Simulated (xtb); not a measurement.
Input file for xtb: GFN2-xTB on GeN+, 2S+1 = 3, a spin state set in the input, which need not be the lowest, a point of a bond scan (R = 1.816 Å). Charge +1.

```
$ xtb mol.xyz --gfn 2 --sp --chrg 1 --uhf 2
2

N      0.00000000     0.00000000     0.00000000
Ge     0.00000000     0.00000000     1.81577100
```

### Question
What total energy does the run end on?

### Answer
-4.1812 hartree.
